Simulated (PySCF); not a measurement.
Structure problem from calculated spectra and properties.

Elements present: C, H, P, S and Si. Monoisotopic mass: 178.0401 u.

- NMR, other nuclei: isotropic shieldings of nuclei other than C and H, by class: 433 (1 Si), 294 (1 P), 679 (1 S) ppm [GIAO PBE0/pcSseg-1]
- 13C NMR: chemical shifts (computed TMS as zero) by class: 49.8 (2 C), 37.7 (1 C), 29.9 (1 C), 25.7 (1 C), 14.5 (1 C) ppm [GIAO PBE0/pcSseg-1]
- 1H NMR: chemical shifts (computed TMS as zero) by class: 3.94 (3 H), 2.67 (2 H), 2.33 (1 H), 2.19 (2 H), 1.38 (2 H), 1.35 (2 H), 0.95 (3 H) ppm [GIAO PBE0/pcSseg-1]
- Dipole: 4.66 D [PBE0/pcSseg-1]
- Rotational structure: rotational constants A, B, C: 1.511, 0.576, 0.471 GHz [GFN2-xTB]

The electronic properties come from PySCF, for the isolated species, density fitting. Levels stand in brackets. One conformer (not necessarily the lowest) at the GFN2-xTB geometry, without solvent, vibrations or thermal averaging. GFN2-xTB frequencies show an imaginary mode (22i cm⁻¹), so this geometry is no minimum at that level. Each NMR value is the plain mean over a class of atoms that symmetry, rotation or inversion makes alike.

Task: Which formula fits the mass and the elements?

Result: C6H15PSSi (calculated 178.0401). No other formula that holds each of these elements comes within 0.0003 u with a fitting electron parity and a possible valence count.

Task: What is the compound? Reason from the data.

Result: Numbering: `[CH3:1][CH2:2][C@H:3]1[CH2:4][P@@:5](=[S:6])([CH2:7][SiH3:8])[CH2:9]1`. 6 carbons fall into 5 classes; from least to most shielded: ring sp3 carbon bound to phosphorus [C4/C9] (49.8 ppm, 2 C, up to 2.7 ppm apart in this geometry), chain CH2 carbon [C2] (37.7 ppm), four-membered-ring carbon [C3] (29.9 ppm), chain sp3 carbon bound to silicon [C7] (25.7 ppm), methyl carbon [C1] (14.5 ppm). Hydrogen classes from least to most shielded: 3 H on an SiH3 silicon, Si8 (3.94 ppm, a mean of values up to 0.5 ppm apart in this geometry), 2 H on 2 like atoms (sp3 carbon bound to phosphorus), C4/C9 (2.67 ppm), 1 H on a four-membered-ring carbon, C3 (2.33 ppm), 2 H on 2 like atoms (sp3 carbon bound to phosphorus), C4/C9 (2.19 ppm), 2 H on a chain CH2 carbon, C2 (1.38 ppm, a mean of values up to 0.7 ppm apart in this geometry), 2 H on an sp3 carbon bound to silicon, C7 (1.35 ppm), 3 H on a methyl carbon, C1 (0.95 ppm). The other shieldings belong to: 433 ppm, SiH3 silicon [Si8]; 294 ppm, phosphorus bonded to 3 C and S [P5]; 679 ppm, sulfur bonded to P [S6]. The optimised geometry has point group C1 and is an asymmetric top. Structure: `CC[C@H]1C[P@@](=S)(C[SiH3])C1`. Computed isomers that give other values at the same levels: `CSCP(C[SiH3])C1CC1` (13C chemical shifts (computed TMS as zero) by class: 47.4 (1 C), 24.3 (1 C), 16.7 (1 C), 12.9 (1 C), 6.4 (2 C) ppm); `CCP1(=S)CC[SiH2]CC1` (13C chemical shifts (computed TMS as zero) by class: 33.5 (1 C), 32.7 (2 C), 7.4 (1 C), 4.2 (2 C) ppm); `C[SiH](C)P1CCSCC1` (13C chemical shifts (computed TMS as zero) by class: 36.8 (2 C), 26.5 (2 C), -4.8 (2 C) ppm). The assignments are read from this structure; whether some other isomer fits the data as well wasn't checked.

Conformer computed: `[CH3:1][CH2:2][C@H:3]1[CH2:4][P@@:5](=[S:6])([CH2:7][SiH3:8])[CH2:9]1`: C1–C2–C3–C4 70°, C4–P5–C7–Si8 159°.
